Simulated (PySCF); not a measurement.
C2H13NSi3, SMILES C[Si@H](C[SiH3])[SiH2]N.

Geometry: B3LYP-D3(BJ)/def2-SVP. The structure was generated by enumeration; whether it is a known compound was not checked. One conformer was computed; it need not be the lowest.

Computed with PySCF with M06-2X/def2-TZVP.

Isolated molecule, no solvent.

Computed frontier levels, gap, dipole moment:
```json
{
  "highest_occupied_level": "-8.32 eV",
  "lowest_empty_level": "0.53 eV",
  "orbital_gap": "8.84 eV",
  "dipole_moment": "1.91 D",
  "quadrupole, principal values (traceless, Buckingham form, about the centre of nuclear charge)": "-6.69, -0.77, 7.46 D·Å"
}
```
